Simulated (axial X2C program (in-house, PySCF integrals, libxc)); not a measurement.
# CaBr⁺: cheaper levels and CCSD(T), 2c

Computed with an axial X2C code built on PySCF integrals. Two-component (2c) means X2C with spin–orbit coupling and atomic mean-field two-electron Coulomb and Gaunt terms. Basis: Br dyall-cv3z [8s9p6d4f1g], Ca dyall-cv3z [11s12p6d4f] (cores contracted in-house); Gaussian nuclei, density fitting, unrestricted open shells. Masses: Br 78.918 u, Ca 39.963 u.

State: Ω = 0 (closed shell); fragments Br + Ca+.

```json
{"level": "PBE0", "Re (Å)": "2.463", "ωe (cm⁻¹)": "354.4", "De (eV)": "3.82"}
{"level": "HF", "Re (Å)": "2.530", "ωe (cm⁻¹)": "341.3", "De (eV)": "2.43"}
{"level": "MP2", "Re (Å)": "2.533", "ωe (cm⁻¹)": "337.3", "De (eV)": "3.54"}
{"level": "CCSD", "Re (Å)": "2.533", "ωe (cm⁻¹)": "337.2", "De (eV)": "3.40"}
{"level": "r2SCAN", "Re (Å)": "2.466", "ωe (cm⁻¹)": "353.7", "De (eV)": "n/a"}
```

Correlated methods: 8 electrons correlated (number of frozen shells: Br 3 s, 2 p, 1 d; Ca 3 s, 2 p), 266 virtual spin orbitals or spinors in MP2, 78 natural virtuals in coupled cluster.

CCSD(T), same Hamiltonian and basis:

Re = 2.534 Å, ωe = 335.9 cm⁻¹, De = 3.49 eV; T1 = 0.008 (Lee–Taylor normalisation).

Question: Give the differences from CCSD(T) in the columns below.

Answer: 

```tsv
level	ΔRe (Å)	Δωe (cm⁻¹)	ΔDe (eV)
PBE0	-0.071	18	0.33
HF	-0.004	5	-1.06
MP2	-0.001	1	0.05
CCSD	-0.001	1	-0.09
r2SCAN	-0.068	18	n/a
```

The state is a single determinant with fixed occupations, the lowest that a limited PBE0 search found. Closed shells are restricted here (equal orbitals for both partners); the stretched side of such a curve lies too high. De is counted from the lowest determinant-based energies of the atoms at the same level, without counterpoise correction. De is not given where an atomic determinant may have missed its ground term or J level, or where the truncated virtual space spoils (T). Coupled cluster ran in a truncated set of natural virtual spinors; the MP2 energy of the rest was added. (T) has no such correction and the atoms are truncated less, which lowers De at CCSD(T) by a hundredth of an eV or more. Without a current term, density functionals place determinants with orbital angular momentum somewhat too high. The outer-core s and p shells of the metal are frozen in the correlated rows, which leaves out core–valence correlation; for alkali and alkaline-earth bonds that tends to lengthen them. With the outer-core shells frozen, correlated bond lengths of heavy atoms tend to come out a few hundredths of an ångström too long.
